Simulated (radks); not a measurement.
Values are calculated unless marked as measured or tabulated.
Question: These are the eigenvalues of the occupied orbitals of an atom or ion with whole-number occupations (eV). Level of theory: Dirac Kohn-Sham, BLYP, spin-unpolarised, spherical densities, finite nucleus; Fermi nuclear charge, rms radius of each element as measured or else 0.836 A^(1/3) + 0.57 fm (a radial shooting solver on a logarithmic mesh with Libxc functionals).

orbital  eigenvalue
1s1/2     -8950.006
2s1/2     -1163.045
2p1/2     -1031.391
2p3/2     -1010.894
3s1/2     -208.7999
3p1/2     -167.3675
3p3/2     -164.5396
3d3/2      -95.5110
3d5/2      -95.1187

Which element is it, and in what charge state? The configuration may be excited. Open shells, if any, are shared by 2j + 1.

Answer: Z = 29, copper, charge +5: Cu5+ in [Ar] 3d6. The list shows which subshells hold electrons but not how many an open one holds; the 1s level, -328.91 hartree, gives Z - s = 25.6 by -(Z - s)^2/2, which with screening and relativity narrows Z to a few neighbours, and the depths of the outer levels then fix element, charge and occupations together.
